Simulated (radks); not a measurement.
Results of a calculation; reference values are marked as such.
Task: These are the eigenvalues of the occupied orbitals of an atom or ion with whole-number occupations (Ry). Code: a radial shooting solver on a logarithmic mesh with Libxc functionals. Model: Dirac Kohn-Sham, PBEsol, spin-unpolarised, spherical densities, finite nucleus; Fermi nuclear charge, rms radius of each element as measured or else 0.836 A^(1/3) + 0.57 fm.

| orbital | eigenvalue |
|---|---|
| 1s1/2 | -1170.538 |
| 2s1/2 | -158.8903 |
| 2p1/2 | -144.6739 |
| 2p3/2 | -139.6515 |
| 3s1/2 | -24.95577 |
| 3p1/2 | -19.79440 |
| 3p3/2 | -19.02379 |
| 3d3/2 | -9.95599 |
| 3d5/2 | -9.82146 |
| 4s1/2 | -3.46963 |
| 4p1/2 | -2.19801 |
| 4p3/2 | -2.11171 |
| 5s1/2 | -0.61301 |

Which element is it, and in what charge state? The configuration may be excited. Open shells, if any, fill j = l - 1/2 first.

Result: Z = 38, strontium, charge +1: Sr+ in [Kr] 5s1. The list shows which subshells hold electrons but not how many an open one holds; the 1s level, -585.27 hartree, gives Z - s = 34.2 by -(Z - s)^2/2, which with screening and relativity narrows Z to a few neighbours, and the depths of the outer levels then fix element, charge and occupations together.
